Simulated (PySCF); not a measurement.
S-ethyl ethanethioate (C4H8OS), SMILES CC(=O)SCC.

Geometry optimised at B3LYP-D3(BJ)/def2-SVP. The geometry has at least one imaginary mode, so it is a saddle point at that level. Other conformers were not sampled.

Vertical ionisation energy (IE) and electron affinity (EA) in eV. Rows of orbital energies are one-electron estimates. Where ΔSCF, EOM or ADC give a negative EA the extra electron is unbound and the value depends on the basis.

| level | IE | EA |
|---|---|---|
| −ε(HOMO), −ε(LUMO), PBE0/def2-TZVP (PySCF) | ___ | ___ |
| −ε(HOMO), −ε(LUMO), PBE/def2-TZVP (PySCF) | 5.96 | 1.51 |

### Question
What belongs in the gaps? (An estimate is asked for; the answer gives what the named calculation found.)

### Answer

- −ε(HOMO), −ε(LUMO), PBE0/def2-TZVP (PySCF), IE: 7.20
- −ε(HOMO), −ε(LUMO), PBE0/def2-TZVP (PySCF), EA: 0.45
